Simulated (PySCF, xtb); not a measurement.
Bi(F)3 cation (BiF3), SMILES [F][Bi]([F])[F] (connectivity only; charge and spin as stated), charge +1, multiplicity 2.

Harmonic wavenumbers (cm⁻¹) from GFN2-xTB (xtb 6.7.1) at its own minimum, in rising order: 124, 124, 136, 343, 343, 388.

Problem. What does PySCF 2.14.0 with r2SCAN-D4/def2-SVP give at its own minimum? (An estimate is asked for; the answer gives what the named calculation found.)

Solution. 117, 117, 120, 523, 524, 554. Paired by order, the mean absolute difference is 93 cm⁻¹ and the zero-point energies are 2.1 and 2.8 kcal/mol.
